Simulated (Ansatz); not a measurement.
## AsF3 (arsenic trifluoride): from total energies to a heat of formation

AsF3 has 4 atoms, charge 0, and is taken as a singlet. SMILES: `F[As](F)F`. The coordinates come from a PBE0-D4/def2-TZVP relaxation.

```xyz
4

F    -0.4459    0.3956    1.3626
As   -0.4620   -0.4572   -0.1256
F     1.2040   -0.8659   -0.1127
F    -0.2962    0.9276   -1.1243
```

Total energies at B3LYP/6-31G* (Cartesian functions) (Ansatz 0.2.0); the atoms run unrestricted:

| species | state | energy (Eh) |
| --- | --- | --- |
| AsF3 | singlet | -2535.217173 |
| F | doublet | -99.715535 |
| As | quartet | -2235.568314 |

Harmonic wavenumbers at PBE0-D4/def2-TZVP, in cm⁻¹: 260, 260, 335, 705, 705, 745.

Measured heats of formation of the gaseous atoms at 298.15 K, in kJ/mol: F 79.4, As 302.5. Spin-orbit lowering of the atoms at 298 K (mean of the ground term's levels less their thermal mean, from spectra), in kJ/mol: F 1.29. Take 1 Eh = 2625.50 kJ/mol, 1 cm⁻¹ = 0.0119627 kJ/mol, RT = 2.479 kJ/mol.

Question: Work out the heat of formation of the gas at 298 K.

Answer: 
1. Electronic atomisation energy: 3 × (-99.715535) + (-2235.568314) − (-2535.217173) = 0.502254 Eh = 1318.7 kJ/mol.
2. Zero-point energy: half the sum of the wavenumbers, 1505 cm⁻¹ = 18.0 kJ/mol.
3. Thermal vibrational enthalpy, Σ hcν̃/(exp(hcν̃/kT) − 1): 4.3 kJ/mol. Translation, rotation and pV of a non-linear molecule: 4 RT = 9.9 kJ/mol.
4. The 4 free atoms carry 5/2 RT each: 24.8 kJ/mol.
5. Spin-orbit coupling lowers the free atoms by 3 × 1.29 = 3.9 kJ/mol.
6. Atomisation enthalpy at 298 K: 1318.7 − 3.9 − 18.0 − 4.3 − 9.9 + 24.8 = 1307.4 kJ/mol.
7. Sum of the atoms' heats of formation: 540.7 kJ/mol. Heat of formation: 540.7 − 1307.4 = -766.7 kJ/mol.

The tabulated value is -785.8 kJ/mol (CRC Handbook of Chemistry and Physics; in doubt: semi-empirical heats miss it by far, so it may belong to another species or phase), so this level is off by +19.1 kJ/mol, or 1.4 % of the atomisation enthalpy that the table implies (1326.4 kJ/mol). Relativity is left out. Anharmonicity and any spin-orbit splitting of the molecule are left out.
